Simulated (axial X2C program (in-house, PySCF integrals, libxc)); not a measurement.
Potential curves of CrS⁺, with spin–orbit coupling

All values were computed with an axial X2C code built on PySCF integrals. Two-component (2c) means X2C with spin–orbit coupling and atomic mean-field two-electron Coulomb and Gaunt terms. Basis: Cr dyall-cv3z [9s10p6d3f2g], S dyall-av3z [9s8p3d2f] (cores contracted in-house); Gaussian nuclei, density fitting, unrestricted open shells. Masses: Cr 51.941 u, S 31.972 u.

State: Ω = 3/2 (⟨Sz⟩ = 1.50, ⟨Lz⟩ = 0.00 at PBE50). Energies in eV from the fragments at the same level (Cr+ + S). Fits are polynomials in 1 − R0/R over 0.85 to 1.23 times the lowest point R0.

| R (Å) | PBE50 |
| --- | --- |
| 1.8331 | -0.7811 |
| 1.9174 | -1.2740 |
| 1.9806 | -1.5021 |
| 2.0438 | -1.6398 |
| 2.1070 | -1.7090 |
| 2.1807 | -1.7263 |
| 2.2545 | -1.6958 |
| 2.3493 | -1.6124 |
| 2.4652 | -1.4760 |
| 2.6338 | -1.2618 |

Occupations by symmetry block were frozen at the best pattern of an incomplete PBE0 search. Dissociation energies refer to the lowest single-determinant-based atoms at the same level and basis. Density functionals use the spin component along the axis (collinear). In 2c an atomic determinant is not the ground J level, so De misses part of the atomic spin–orbit lowering. This holds for PBE50. Without a current term, density functionals place determinants with orbital angular momentum somewhat too high. With several unpaired electrons one determinant need not be a pure state. This is the top spin component of a Σ state; components of lower Ω are not single determinants and can lie lower. The determinant is spin-polarised beyond a pure state at some levels (its spin-free form has ⟨S²⟩ too high), which makes Re and μ there less reliable.

What are Re, ωe and De at the PBE50 level?

At PBE50, 2c: Re = 2.166 Å, ωe ≈ 360 cm⁻¹, De = 1.73 eV to Cr+ + S; Be follows as 0.182 cm⁻¹.
